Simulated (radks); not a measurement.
The aluminium ion Al10+, 3 electrons, occupied as [He] 2s1.

All-electron calculation, scalar-relativistic Kohn-Sham, PBE, spin-unpolarised, spherical densities, point nucleus; without spin polarisation the odd electron is poorly described. Program: a radial shooting solver on a logarithmic mesh with Libxc functionals.

Energy parts (eV):
| part | energy |
|---|---|
| total | -4827.691 |
| kinetic | 4846.472 |
| electron-nucleus | -10021.574 |
| Hartree | 588.379 |
| exchange-correlation | -240.967 |

Orbitals (lengths in bohr, moments of r in powers of bohr; <r^-3> diverges for s and p1/2; r(max) is where P^2 peaks):
| orbital | occ. | eigenvalue (eV) | r(max) | <r^-3> | <r^2> | <1/r> |
|---|---|---|---|---|---|---|
| 1s | 2 | -1942.582 | 0.07812 | - | 0.01904 | 12.71 |
| 2s | 1 | -420.1582 | 0.4388 | - | 0.3045 | 2.909 |

The highest occupied level is 2s at -420.16 eV. For comparison, the ionisation energy in NIST's Atomic Spectra Database is 442.01 eV (theoretical). In exact Kohn-Sham theory the highest level is minus the ionisation energy, but local and semilocal functionals leave it too shallow, through self-interaction and a potential that decays too fast; potentials with the right tail come closer. Summed over all electrons, <r^2> = 0.3426 bohr^2, which gives a Langevin (diamagnetic) susceptibility term of -0.271 x 10^-6 cm^3/mol.
